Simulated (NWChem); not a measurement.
# C₃H₂ClN; SMILES N#C/C=C\Cl

```xyz
7

N      0.9254     2.3510     0.0000
C      0.0439     1.5743     0.0000
C     -1.0548     0.6691     0.0000
C     -0.9442    -0.6819     0.0000
Cl     0.5485    -1.5295     0.0000
H     -2.0677     1.1043     0.0000
H     -1.8342    -1.3292     0.0000
```
Atoms are numbered in this order, from 1.

All runs: NWChem. Pople sets run with spherical d functions. All runs use the structure optimised with PBE-D3(BJ)/def2-SVP. Atomic charges in e: unrestrained fits to the electrostatic potential beside Mulliken populations; buried atoms are poorly determined by the fit.

For level B3LYP/def2-SVP:

```
Item         Result
-----------  ------
Mulliken N1    0.04
Mulliken C2   -0.08
Mulliken C4    0.03
```

Question: What are these values for level Hartree-Fock/6-31G*?

Answer: The Mulliken N1 comes out as -0.39 and the Mulliken C2 comes out as 0.25. The Mulliken C4 is -0.26.
